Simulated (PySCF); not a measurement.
Species: C₈H₁₀ (charge -1 and doublet state).
Cartesian coordinates in Å at the GFN2-xTB level; atoms count from 1:
```xyz
18
C8H10 angstrom
C     -3.328   -0.461    0.424
C     -1.978   -0.441    0.307
C     -1.232   -0.534   -0.982
C     -0.874    0.890   -1.256
C      0.368    1.446   -0.965
C      1.492    0.746   -0.585
C      2.552    0.140   -0.463
C      3.665   -0.536    0.198
H     -3.833   -0.191    1.340
H     -3.962   -0.704   -0.415
H     -1.374   -0.181    1.168
H     -0.323   -1.136   -0.887
H     -1.868   -0.962   -1.770
H     -1.700    1.554   -1.486
H      0.470    2.530   -1.025
H      3.355   -1.038    1.126
H      4.108   -1.298   -0.457
H      4.454    0.181    0.452
```

The hyperfine couplings belong to this conformer and change with its torsions.

As a line formula: `[CH2-][CH]C/C=C\C#CC` [radical] (charge -1).

Computed, not measured: UKS B3LYP, pcH-1 on C H, non-relativistic, mean-field spin-orbit, GIAO (PySCF 2.14.0). GFN2-xTB frequencies show an imaginary mode (23i cm⁻¹), so this geometry is no minimum at that level. Whether the extra electron is bound in the gas phase wasn't checked; a finite basis holds it in any case. A GFN2-xTB geometry isn't a minimum of the functional, and hyperfine couplings can be far from their values at a DFT geometry, by a factor of two or more for some ions and for spin on atoms past the first row. The SCF solution wasn't tested for stability.

The Mulliken spin populations are largest on C4 (+0.38), C7 (+0.26), C1 (+0.18) and C5 (+0.16). Four atoms exceed +0.15.

Test a(H) = Q·ρ(C) for the protons on planar carbons with a spin population beyond ±0.08.

| H | C | ρ(C) | a(H) (G) | a/ρ (G) |
| --- | --- | --- | --- | --- |
| H9 | C1 | +0.176 | -2.78 | -15.8 |
| H10 | C1 | +0.176 | -3.65 | -20.8 |
| H14 | C4 | +0.381 | -8.10 | -21.3 |
| H15 | C5 | +0.156 | -4.63 | -29.7 |

A least-squares line through the origin gives Q = -21.4 G with Mulliken populations.

Leave H9 and its like out of the fit. How well does the relation then predict its coupling?

The other protons give Q = -22.5 G, so a = -22.5 × 0.176 ≈ -3.95 G, against the computed -2.78 G.

How do the β-proton couplings of this frozen conformer go with θ, the angle between the C–H bond and the normal to the plane of the spin centre's three neighbours, both seen down the bond from centre to carbon?

```csv
β H,on,centre,θ (°),cos²θ,a (G)
H12,C3,C4,76,0.06,+5.07
H13,C3,C4,46,0.49,+9.35
```

Couplings in gauss use g_iso = 2.0025.

The SMILES draws the unpaired electron on C2; the largest computed Mulliken spin population is on C4 (0.38 against 0.06).
